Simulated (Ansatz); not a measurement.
`FC/C=C/[SiH3]` + `[SiH3][O][SnH3]` → `[SiH3][SiH2][O][SnH3]` + `C=CCF`  (formal exchange of groups at the Si–C bond)

Gas-phase electronic energies from Ansatz, PBE0-D4/def2-TZVP geometries. CCSD(T)/CBS is the MP2 limit (def2-TZVPP, def2-QZVPP) plus CCSD(T) − MP2 in def2-TZVPP, frozen cores. This one scheme is used for every species. DFT in def2-TZVPP. B3LYP here is the variant with VWN-RPA as its local correlation; programs differ in this. Elements past krypton have def2 core potentials. For Sn outer-core shells are correlated without core-valence functions, which leaves a few kJ/mol of doubt a bond. One conformer a species, not always the lowest.

`FC/C=C/[SiH3]`:

Z-matrix (Å, degrees):
```
C
C 1 1.487
F 1 1.375 2 112.2
H 1 1.097 2 110.3 3 120.5
H 1 1.097 2 110.3 3 -120.5
C 2 1.330 1 125.3 3 0.0
H 2 1.090 1 113.9 3 -180.0
Si 6 1.854 2 122.8 1 180.0
H 6 1.088 2 117.4 1 -0.0
H 8 1.488 6 108.9 2 0.0
H 8 1.488 6 111.0 2 120.2
H 8 1.488 6 111.0 2 -120.2
```

`[SiH3][O][SnH3]`:

```xyz
9

Si    0.910   -0.923   -0.996
O    -0.007    0.366   -0.617
Sn   -0.960    1.022    0.969
H     2.124   -1.001   -0.132
H     1.337   -0.812   -2.414
H     0.155   -2.198   -0.820
H    -1.655    2.481    0.447
H     0.209    1.231    2.191
H    -2.113   -0.167    1.373
```

`[SiH3][SiH2][O][SnH3]`:

```xyz
12

Si   -0.595    2.444   -0.541
Si   -0.844    0.193    0.057
O     0.621   -0.525    0.054
Sn    1.306   -2.330    0.423
H    -0.005    2.571   -1.902
H     0.288    3.156    0.422
H    -1.925    3.116   -0.543
H    -1.779   -0.479   -0.898
H    -1.489    0.101    1.404
H     2.982   -2.185    0.182
H     0.888   -2.688    2.036
H     0.554   -3.374   -0.694
```

`C=CCF`:

Z-matrix (Å, degrees):
```
C
C 1 1.487
F 1 1.377 2 112.0
H 1 1.097 2 110.6 3 120.4
H 1 1.097 2 110.6 3 -120.4
C 2 1.323 1 124.9 3 -0.0
H 2 1.088 1 114.5 3 -180.0
H 6 1.083 2 121.1 1 180.0
H 6 1.083 2 121.1 1 -0.0
```

Problem. Is it downhill or uphill in electronic energy at CCSD(T)/CBS, and by how much? (Estimate.)

Solution. The calculation gave: Uphill: ΔE = +5.3 kJ/mol.

Problem. What do these levels give: PBE-D4, r2SCAN-D4, B3LYP-D4, CCSD(T)/def2-TZVPP, HF/def2-QZVPP, SCS-MP2/def2-QZVPP? (Estimate.)

Solution. Computed: PBE-D4 -6.6, r2SCAN-D4 1.9, B3LYP-D4 3.0, CCSD(T)/def2-TZVPP 6.1, HF/def2-QZVPP 14.0, SCS-MP2/def2-QZVPP 14.0 kJ/mol.

Largest T1 diagnostic among the species: 0.014.

From PBE to PBE0 (25 % exact exchange), in def2-TZVPP and without D4, ΔE moves by +3.4 kJ/mol.
